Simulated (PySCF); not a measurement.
# Exercise with solution: entropy of an ideal gas

B(H)2(vinyl) (C₂H₅B), SMILES BC=C.

Geometry: B3LYP-D3(BJ)/def2-TZVP.

B3LYP-D3(BJ)/def2-TZVP run with PySCF 2.14.0 gives the harmonic wavenumbers 211, 374, 551, 847, 941, 1028, 1041, 1059, 1115, 1255, 1327, 1457, 1648, 2578, 2653, 3115, 3124, 3200 cm⁻¹ and the rotational temperatures 2.3498, 0.4920, 0.4068 K. The molar mass is 39.87 g/mol, the symmetry number 1, the spin multiplicity 1.

Work out the entropy at 298.15 K and 1 atm in the rigid-rotor, harmonic-oscillator model.


Translation (Sackur–Tetrode at 1 atm): S = R[1.5 ln M + 2.5 ln T − 1.16487] = 154.7 J/(mol K).
Rotation: q = (√π/σ) T^1.5/√(θA θB θC) = 13300, S = R[ln q + 3/2] = 91.4 J/(mol K).
Vibration: with u = 1.4388 ν/T, each mode gives R[u/(e^u − 1) − ln(1 − e^−u)]:
| ν (cm⁻¹) | modes | u | S (J/(mol K)) |
|---|---|---|---|
| 211 | 1 | 1.02 | 8.51 |
| 374 | 1 | 1.80 | 4.45 |
| 551 | 1 | 2.66 | 2.27 |
| 847 | 1 | 4.09 | 0.72 |
| 941 | 1 | 4.54 | 0.50 |
| 1028 | 1 | 4.96 | 0.35 |
| 1041 | 1 | 5.02 | 0.33 |
| 1059 | 1 | 5.11 | 0.31 |
| 1115 | 1 | 5.38 | 0.25 |
| 1255 | 1 | 6.06 | 0.14 |
| 1327 | 1 | 6.40 | 0.10 |
| 1457 | 1 | 7.03 | 0.06 |
| 1648 | 1 | 7.95 | 0.03 |
The stiffer modes add less than 0.005 each. Sum 18.0 J/(mol K).
Spin: R ln 1 = 0.0 J/(mol K).
Total 264.1 J/(mol K); the program's own thermochemistry gives 264.2. Translation makes up 59 % and vibration 7 %. Anharmonicity, hindered rotation and orbital degeneracy are left out.
